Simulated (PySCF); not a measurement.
## Zirconium: a sound run and one with changed settings

Sound run: Zr+ [Kr] 4d2 5s1, Zr(2+) [Kr] 4d2. Calculation: PySCF 2.14, in def2-TZVP with the def2 core potential (28 electrons); scalar relativity through the core potential. In the sound run the correlated levels freeze 4s2 4p6 outside the core potential. The sound run starts from symmetry-adapted Hartree-Fock orbitals and uses a fine grid where one is needed.

Changed run: initial guess atom, at most 50 SCF cycles, level shift 0.1 hartree.

```csv
species,method,sound run (hartree),changed run (hartree),converged
Zr+,UHF,-46.25178,-46.25178,yes
Zr+,BP86,-46.71336,-46.71336,no
Zr+,MN15,-46.56247,-46.56251,yes
Zr+,MP2,-46.26121,-46.26033,yes
Zr(2+),UHF,-45.79964,-45.71357,yes
Zr(2+),BP86,-46.21671,-46.21671,yes
Zr(2+),MN15,-46.08355,-46.00989,yes
```

The plain start fixes occupations by D2h representation alone, and Zr(2+) at UHF, Zr(2+) at MN15 landed in another state (other ⟨L²⟩ or ⟨S²⟩). A level shift leaves the converged SCF energy unchanged but raises the virtual orbital energies, which shrinks MP2 if it is not removed.
